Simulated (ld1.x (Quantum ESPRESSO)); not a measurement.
Configuration tests for iron (PAW)

iron (Fe), PAW, made with ld1.x (Quantum ESPRESSO) 7.5 (PBEsol, scalar-relativistic). Core [Ne], reference 3s2 3p6 3d6 4s1.75 4p0.25. Waves: 3s (bound): rcut 1.10, rcutus 1.45 bohr; 4s (bound): rcut 1.10, rcutus 1.45 bohr; 3p (bound): rcut 1.20, rcutus 1.25 bohr; 4p (bound): rcut 1.20, rcutus 1.25 bohr; 3d (bound): rcut 1.30, rcutus 1.55 bohr; 3d channel at 1.6 Ry: rcut 1.30, rcutus 1.55 bohr. Local part: all-electron potential smoothed inside 1.40 bohr (lloc = -1). Core correction: Bessel-smoothed model core inside 0.70 bohr. Augmentation charge: BESSEL, radius 1.25 bohr.

Energies are relative to the spin-unpolarised reference configuration 3s2 3p6 3d6 4s1.75 4p0.25; without spin polarisation the order of configurations can differ from experiment.

Its overlap operator is not positive definite in a basis up to 400 Ry (lowest eigenvalue s -0.03), so the file is unfit for use: the generalised eigenproblem breaks down once the basis is large enough, and its test numbers describe a broken file.

| valence configuration | charge | ΔE all-electron (eV) | error AE − PS (meV) |
| --- | --- | --- | --- |
| 3s2 3p6 3d6 4s2 4p0 | 0 | -1.010 | +0.1 |
| 3s2 3p6 3d6 4s1 4p0 | +1 | 7.735 | -0.7 |
| 3s2 3p6 3d6 4s0 4p0 | +2 | 23.850 | -1.7 |
| 3s2 3p5 3d6 4s2 4p0 | +1 | 66.553 | -27 |
| 3s2 3p6 3d6 4s1.5 4p0 | +0.5 | 2.484 | -0.2 |
| 3s2 3p6 3d7 4s0 4p0 | +1 | 5.583 | -2.1 |
| 3s2 3p6 3d6 4s1 4p1 | 0 | 3.124 | -0.1 |

Levels in the configuration 3s2 3p6 3d6 4s1 4p1:

| level | all-electron (eV) | pseudo (eV) |
| --- | --- | --- |
| 3s | -95.500 | -95.499 |
| 3p | -61.662 | -61.662 |
| 3d | -9.203 | -9.203 |
| 4s | -6.371 | -6.371 |
| 4p | -2.119 | -2.119 |

The ghost test of this file was not conclusive.
